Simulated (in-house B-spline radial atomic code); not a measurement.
**How G0W0 and RPA depend on the start: Rb V (Rb4+)**

Configuration [Ar] 3d10 4s2 4p3, highest spin. Computed with an all-electron radial atomic-structure program (B-spline basis): all electrons, non-relativistic, point nucleus, each spin shell either full or empty, empty states to l = 9 with an (l + 1/2)⁻⁴ tail; G0W0 by contour deformation at full frequency.

Without relativity these are model numbers: it shifts the levels of so heavy an element strongly and can reorder them.

```json
{"start": "Hartree-Fock", "mean-field 4p up (eV)": "-68.96", "G0W0 (eV)": "-69.57", "QP weight": "0.971", "RPA correlation (Eh)": "-2.2456"}
{"start": "LDA VWN5", "mean-field 4p up (eV)": "-61.94", "G0W0 (eV)": "-69.24", "QP weight": "0.945", "RPA correlation (Eh)": "-2.4499"}
{"start": "PBE", "mean-field 4p up (eV)": "-61.91", "G0W0 (eV)": "-69.24", "QP weight": "0.945", "RPA correlation (Eh)": "-2.4459"}
{"start": "PBE0", "mean-field 4p up (eV)": "-63.92", "G0W0 (eV)": "-69.34", "QP weight": "0.955", "RPA correlation (Eh)": "-2.3899"}
{"start": "r2SCAN", "mean-field 4p up (eV)": "-62.66", "G0W0 (eV)": "?", "QP weight": "?", "RPA correlation (Eh)": "?"}
{"start": "HSE06", "mean-field 4p up (eV)": "-63.45", "G0W0 (eV)": "-69.33", "QP weight": "0.953", "RPA correlation (Eh)": "-2.3947"}
{"start": "B3LYP (VWN-RPA)", "mean-field 4p up (eV)": "-63.36", "G0W0 (eV)": "-69.32", "QP weight": "0.953", "RPA correlation (Eh)": "-2.4023"}
{"start": "SCAN", "mean-field 4p up (eV)": "-62.71", "G0W0 (eV)": "-69.28", "QP weight": "0.951", "RPA correlation (Eh)": "-2.409"}
{"start": "TPSS", "mean-field 4p up (eV)": "-62.16", "G0W0 (eV)": "-69.29", "QP weight": "0.947", "RPA correlation (Eh)": "-2.435"}
{"start": "BHandHLYP", "mean-field 4p up (eV)": "-65.57", "G0W0 (eV)": "-69.42", "QP weight": "0.962", "RPA correlation (Eh)": "-2.3394"}
{"start": "CAM-B3LYP", "mean-field 4p up (eV)": "-65.24", "G0W0 (eV)": "-69.41", "QP weight": "0.960", "RPA correlation (Eh)": "-2.3795"}
{"start": "LC-wPBE", "mean-field 4p up (eV)": "-66.92", "G0W0 (eV)": "-69.47", "QP weight": "0.965", "RPA correlation (Eh)": "-2.3808"}
{"start": "wB97X", "mean-field 4p up (eV)": "-66.35", "G0W0 (eV)": "-69.42", "QP weight": "0.964", "RPA correlation (Eh)": "-2.3683"}
{"start": "PBEsol", "mean-field 4p up (eV)": "-61.89", "G0W0 (eV)": "-69.24", "QP weight": "0.945", "RPA correlation (Eh)": "-2.4473"}
{"start": "BLYP", "mean-field 4p up (eV)": "-61.58", "G0W0 (eV)": "-69.22", "QP weight": "0.945", "RPA correlation (Eh)": "-2.4474"}
{"start": "r2SCAN0", "mean-field 4p up (eV)": "-64.43", "G0W0 (eV)": "?", "QP weight": "?", "RPA correlation (Eh)": "?"}
{"start": "LDA exchange-only", "mean-field 4p up (eV)": "-60.74", "G0W0 (eV)": "-69.29", "QP weight": "0.943", "RPA correlation (Eh)": "-2.4494"}
```

Task: What G0W0 level, weight and RPA correlation energy follow from the r2SCAN0 start?

Result: G0W0 level -69.38 eV, weight 0.958, RPA correlation -2.3662 hartree.

Task: What G0W0 level, weight and RPA correlation energy follow from the r2SCAN start?

Result: G0W0 level -69.31 eV, weight 0.951, RPA correlation -2.4103 hartree.

Task: How much of the dependence on the start does G0W0 remove?

Result: The mean-field levels span 8.22 eV and the G0W0 levels 0.351 eV. Against 68.44 ± 0.15 eV (NIST, tabulated theory) the G0W0 removal energies are off by +0.78 to +1.13 eV, with relativity, Breit and QED terms left out.
